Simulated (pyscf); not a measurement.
•H₂C–InH–OH → [H₃C–In–OH]• (hydrogen shift; doublet surface; H–In broken, C–H formed). Single points on ωB97X-D3(BJ)/def2-SVP structures (PySCF, gas phase). Energies in kcal/mol from the reactant's lowest minimum found.

```json
[
 {"level": "ωB97X-D3(BJ)/def2-TZVP", "barrier": "[?]", "reaction energy": "[?]"},
 {"level": "PBE/def2-TZVP", "barrier": "31.8", "reaction energy": "-39.0"},
 {"level": "r²SCAN/def2-TZVP", "barrier": "[?]", "reaction energy": "-35.1"},
 {"level": "PBE0-D3(BJ)/def2-TZVP", "barrier": "38.2", "reaction energy": "-36.5"},
 {"level": "M06-2X/def2-TZVP", "barrier": "40.1", "reaction energy": "-38.7"},
 {"level": "HF/def2-TZVP", "barrier": "52.5", "reaction energy": "-26.6"}
]
```

**Question.** Some entries are withheld; supply them.

**Answer.** 
- ωB97X-D3(BJ)/def2-TZVP, barrier: 43.3
- ωB97X-D3(BJ)/def2-TZVP, reaction energy: -33.6
- r²SCAN/def2-TZVP, barrier: 36.6

The functionals in the table span 11.5 kcal/mol in this barrier, from PBE to ωB97X-D3(BJ)/def2-TZVP. One saddle was located; it need not be the lowest between these sides. Elements past Kr carry the def2 core potentials, without spin-orbit coupling.
